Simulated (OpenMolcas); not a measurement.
Computed levels of 5s² 5p in ions with 49 electrons, in cm-1 above ²P°_1/2.

* Program: OpenMolcas 26.06
* Method: RASSCF
* Basis: ANO-RCC-VQZP
* Scalar Hamiltonian: DKH2, point nucleus
* Spin-orbit coupling: RASSI with atomic mean-field integrals over the reference wave functions, term energies averaged over their components

Active space for each ion: 3 electrons in 9 orbitals (RAS2 5s 5p; RAS3 5d, at most 2 electrons).

| Level | In | Sn+ | Sb2+ | I4+ | Xe5+ |
| --- | --- | --- | --- | --- | --- |
| ²P°_3/2 | 2187 | 3748 | 5576 | 10384 | 13435 |

Task: Estimate ²P°_3/2 for Te3+ from its neighbours Sb2+ and I4+.

Result: ²P°_3/2 is fine structure, which grows about as the fourth power of a screened charge, so the fourth roots are averaged: ((5576^0.25 + 10384^0.25) / 2)^4 = 7702. The calculation gives 7811, so the estimate is off by -1.4 %; the measured value is 9223 (Moore, Atomic Energy Levels, vol. III, NSRDS-NBS 35 (1971 reprint of NBS Circular 467, 1958)).

Some high roots are left out of the spin-orbit mixing, which shifts the levels that they would mix with (holds for In). Without dynamic correlation excited terms often stand tens of per cent too high (terms of higher spin than the ground term too low), and those without a measured partner can miss by more than the paired ones (holds for In). Active for correlation alone: 5d; no level in the range computed is led by a configuration that fills it, so any true level of that kind is missing (holds for In; Te3+; I4+; Xe5+). The run also gave levels led by 5s 5p 5d, which use shells meant for correlation; these and all levels above them are left out (holds for Sn+; Sb2+). Measured partners are found by configuration, term and J. A level has none where our copy of the source lacks it or the pairing is in doubt (some pairs that miss far off the trend of their configuration count as doubtful), and it then counts in no deviation. Levels of configurations outside the active space are missing.

° marks odd parity.
